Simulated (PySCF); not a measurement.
GeH3O3, SMILES [OH][Ge]([OH])[OH], multiplicity 2. Atoms are numbered in the order given.

```xyz
7

O      1.5976    -0.4340    -0.3815
Ge     0.0000     0.0000     0.3087
O     -1.1747    -1.1665    -0.3815
O     -0.4229     1.6006    -0.3815
H      1.8149    -1.3674    -0.2416
H     -2.0916    -0.8880    -0.2416
H      0.2768     2.2554    -0.2416
```
Charge 0, spin multiplicity 2.

Geometry optimised at B3LYP-D3(BJ)/def2-SVP. The isomer is the one that the SMILES or the coordinates give; other isomers of the formula were not compared. The values are those of a single conformer.

Level of theory: PBE/def2-TZVP in PySCF.

ESP charges are fitted to the potential on shells at 1.4 to 2.0 van der Waals radii. Atomic charges (e):

```csv
atom,ESP fit,meta-Löwdin,Löwdin,Mulliken,Mulliken spin
O1,-0.49,-0.68,-0.22,-0.48,0.12
Ge2,0.29,1.00,0.19,0.53,0.63
O3,-0.50,-0.68,-0.22,-0.48,0.12
O4,-0.49,-0.68,-0.22,-0.48,0.12
H5,0.40,0.34,0.16,0.30,0.01
H6,0.40,0.34,0.16,0.30,0.01
H7,0.40,0.34,0.16,0.30,0.01
```
